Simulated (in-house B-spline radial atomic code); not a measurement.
**Ionising Zr+ with different functionals**

Computed with a radial B-spline atomic code at the basis-set limit: scalar-relativistic (spin-free X2C) Hamiltonian, Fermi nucleus of rms radius 4.2694 fm, spin-polarised at highest spin, spherical fractional occupations for the functionals, the average over the highest-spin determinants for Hartree-Fock. The ionisation energy is the difference of two self-consistent energies, [Kr] 4d2 5s1 → [Kr] 4d2, without Breit or QED terms; ε is the level of the shell that loses the electron (its least bound occupied spin orbital). There is no spin-orbit coupling in this Hamiltonian.

Hybrids are left out here: with spherical fractional occupations of an open shell their exact exchange keeps a self-interaction that integer-occupation calculations don't have.

| method | rung | ΔSCF (eV) | -ε(5s) (eV) |
| --- | --- | --- | --- |
| Hartree-Fock | Hartree-Fock | ? | ? |
| LDA VWN5 | LDA | 13.71 | 10.73 |
| LDA PW92 | LDA | 13.70 | 10.73 |
| LDA exchange-only | LDA | 13.13 | 10.19 |
| PBE | GGA | ? | ? |
| PBEsol | GGA | 13.48 | 10.59 |
| BLYP | GGA | 13.39 | 10.37 |
| RPBE | GGA | 13.34 | 10.46 |
| PW91 | GGA | 13.53 | 10.60 |
| BP86 | GGA | 13.60 | 10.70 |
| AM05 | GGA | 13.46 | 10.58 |
| OLYP | GGA | 13.07 | 10.23 |
| TPSS | meta-GGA | 13.20 | 10.44 |
| SCAN | meta-GGA | 13.51 | 10.80 |
| r2SCAN | meta-GGA | 13.33 | 10.75 |
| revTPSS | meta-GGA | 13.16 | 10.43 |

What does PBE give?

ΔSCF 13.46 eV, and -ε(5s) = 10.53 eV.

What does Hartree-Fock give?

ΔSCF 12.31 eV, and -ε(5s) = 12.47 eV.

How do they compare with the NIST value?

NIST lists 13.130 eV (measured, ground level to ground level). Errors run from -0.82 to +0.58 eV; revTPSS is closest (+0.03 eV), but part of that can be cancellation, since the calculations leave out spin-orbit coupling, Breit-QED terms, multiplet and fine-structure energies. Hartree-Fock also lacks correlation.
